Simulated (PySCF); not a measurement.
FH5O2Si2, SMILES [Si](O)([SiH3])(O)F.

The structure is a stationary point at B3LYP-D3(BJ)/def2-SVP. This is a generated structure with no PubChem entry under its InChIKey; it may be hypothetical. The values are those of a single conformer.

Two levels are set side by side: TDDFT-PBE/def2-SVPD (PySCF) and TDDFT-M06-2X/def2-SVPD (PySCF). Vertical, same geometry. The lowest singlet is HOMO→LUMO 79 %, HOMO→LUMO+1 16 % with PBE and HOMO→LUMO+1 45 %, HOMO→LUMO 43 % with the other functional; states are paired by order. Differences are taken from unrounded values.

```tsv
quantity	TDDFT-M06-2X
lowest singlet excitation (eV)	7.46
lowest triplet excitation (TDA) (eV)	6.69
first bright state (f over 0.05) (eV)	7.46
its oscillator strength	0.10
```

Q: What does TDDFT-PBE give, and how far is it from TDDFT-M06-2X? (An estimate is asked for; the answer gives what the named calculation found.)

A: 
```
quantity                               TDDFT-PBE  TDDFT-PBE minus TDDFT-M06-2X
-------------------------------------  ---------  ----------------------------
lowest singlet excitation (eV)              6.61                         -0.85
lowest triplet excitation (TDA) (eV)        6.08                         -0.61
first bright state (f over 0.05) (eV)       6.61                         -0.85
its oscillator strength                     0.14                          0.04
```

Functionals without exact exchange tend to place singlet excitations lower, as here. Differences between two approximate levels are no errors against the true value.

Rough cost on one machine, each run with all the roots and properties that it gave: TDDFT-M06-2X against TDDFT-PBE about 20 times.
